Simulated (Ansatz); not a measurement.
Computed with Ansatz on PBE0-D4/def2-TZVP structures; ΔE is electronic, products minus reactants. CCSD(T)/CBS is the MP2 limit (def2-TZVPP, def2-QZVPP) plus CCSD(T) − MP2 in def2-TZVPP, frozen cores. This one scheme is used for every species, atoms too. Open shells (•) are unrestricted, without spin–orbit coupling. Spin–orbit coupling would lower the free atoms: a little for O; clearly for Ge. Bonds to Ge are less sure, by a few kJ/mol each and by 10 to 20 or more in all where they break to atoms, as the def2 sets lack core-valence functions. Scalar relativity is left out up to krypton. One conformer a species, not always the lowest.

Reaction (atomization): `[O][GeH2][OH]`• → Ge• + 3 H• + 2 O•

```tsv
species	CCSD(T)/CBS(def2) energy (Eh)
`[O][GeH2][OH]`•	-2228.20955
Ge•	-2076.01830
H•	-0.50000
O•	-75.00631
```

(1) Work out ΔE.

Largest T1 diagnostic among the species: 0.015.

Answers

(1) ΔE = 3 × (-0.50000) + 2 × (-75.00631) + (-2076.01830) − (-2228.20955) = 0.67863 Eh = +1781.7 kJ/mol.

The D4 term adds +12.9 kJ/mol with B3LYP and +6.6 kJ/mol with PBE0; it sums over pairs of atoms, weighted by their polarisabilities, and B3LYP, whose exchange is more repulsive, gets the larger term. At CCSD(T), def2-SVP lies −160.2 kJ/mol from the extrapolated value and def2-TZVPP −47.2 kJ/mol: correlation converges slowly with the basis, and small sets miss more of it in the bonded molecule than in its fragments.

B3LYP here is the variant with VWN-RPA as its local correlation; programs differ in this.

For atomizations the MP2-based limit and the directly extrapolated one differ by several kJ/mol either way, and by 10 to 25 for some Ge, Se and Sn compounds, so smaller differences from it don't rank the levels.
